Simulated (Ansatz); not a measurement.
`O[SiH](S)I` + `O[SiH3]` → `O[SiH2][SiH](O)S` + HI  (formal exchange of groups at the Si–I bond)

Computed with Ansatz on PBE0-D4/def2-TZVP structures; ΔE is electronic, products minus reactants. CCSD(T)/CBS is the MP2 limit (def2-TZVPP, def2-QZVPP) plus CCSD(T) − MP2 in def2-TZVPP, frozen cores. DFT in def2-TZVPP. B3LYP here is the variant with VWN-RPA as its local correlation; programs differ in this. Elements past krypton have def2 core potentials. For I outer-core shells are correlated without core-valence functions, which leaves a few kJ/mol of doubt a bond. One conformer a species, not always the lowest.

`O[SiH](S)I`:

```xyz
7

O    -1.376    0.821   -0.592
Si   -0.051    0.366    0.242
S     1.397   -0.367   -1.137
I    -0.534   -1.373    1.896
H    -1.802    0.166   -1.150
H     0.381    1.564    0.982
H     1.983   -1.177   -0.241
```

`O[SiH3]`:

Z-matrix (Å, degrees):
```
Si
O 1 1.648
H 1 1.489 2 111.7
H 1 1.489 2 111.7 3 120.9
H 1 1.481 2 105.9 3 -119.6
H 2 0.957 1 117.9 3 -60.5
```

`O[SiH2][SiH](O)S`:

```xyz
11

O     2.075   -0.490   -0.394
Si    0.907   -0.990    0.667
Si   -1.051    0.185    0.138
O    -1.123   -0.006   -1.506
S    -0.943    2.240    0.722
H     1.825   -0.495   -1.321
H     1.405   -0.659    2.024
H     0.675   -2.461    0.585
H    -2.307   -0.261    0.801
H    -1.772    0.517   -1.983
H     0.310    2.420    0.266
```

HI:

```xyz
2

I     0.024    0.711   -0.377
H    -0.024   -0.711    0.377
```

```
          level  ΔE (kcal/mol)
       B3LYP-D4           21.6
        ωB97M-V           23.3
         B2PLYP           23.2
  HF/def2-TZVPP           25.5
 MP2/def2-TZVPP           25.6
CCSD/def2-TZVPP           22.0
  HF/def2-QZVPP           25.7
 CCSD/CBS(def2)           24.0
```

Task: What does CCSD(T)/CBS give? (Estimate.)

Result: The calculation gave: +23.8 kcal/mol. The listed levels differ from it by -2.2, -0.5, -0.6, 1.7, 1.8, -1.8, 1.9, 0.2 kcal/mol.

Largest T1 diagnostic among the species: 0.012.

From PBE to PBE0 (25 % exact exchange), in def2-TZVPP and without D4, ΔE moves by +1.5 kcal/mol.

CCSD(T)/CBS has its own doubt, a few kJ/mol and more with outer-core shells, so smaller differences from it don't rank the levels.
